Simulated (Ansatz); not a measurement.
One change: `NC(F)[SiH2]O` becomes `CSC(N)F`.

Ansatz, PBE0-D4/def2-TZVP geometries, multiplicity 1. Each molecule was computed in one conformer, which needn't be the lowest.

```
                                          property  `NC(F)[SiH2]O`
                 HOMO energy (PBE/def2-TZVPP) / eV           -6.37
                HOMO energy (PBE0/def2-TZVPP) / eV           -7.86
              HOMO–LUMO gap (PBE0/def2-TZVPP) / eV            7.99
             LUMO energy (ωB97M-V/def2-TZVPP) / eV            1.71
size of the dipole moment (ωB97M-V/def2-TZVPP) / D            1.35
               LUMO energy (B3LYP/def2-TZVPP) / eV           -0.16
```

(1) Give the same properties after the change, and the shifts. (Best estimate.)

Answers

(1) Computed: 
| property | `CSC(N)F` | shift |
| --- | --- | --- |
| HOMO energy (PBE/def2-TZVPP) / eV | -5.42 | 0.95 |
| HOMO energy (PBE0/def2-TZVPP) / eV | -6.69 | 1.17 |
| HOMO–LUMO gap (PBE0/def2-TZVPP) / eV | 7.31 | -0.68 |
| LUMO energy (ωB97M-V/def2-TZVPP) / eV | 2.34 | 0.63 |
| size of the dipole moment (ωB97M-V/def2-TZVPP) / D | 0.84 | -0.51 |
| LUMO energy (B3LYP/def2-TZVPP) / eV | 0.32 | 0.48 |

With PBE0 the HOMO rises by 1.17 eV and the LUMO rises by 0.50 eV, so the gap narrows by about 0.67 eV. PBE moves the HOMO by 0.95 eV and ωB97M-V by 1.32 eV. Dipoles are sizes alone; their direction can turn.

B3LYP here is the variant with VWN-RPA as its local correlation; programs differ in this.
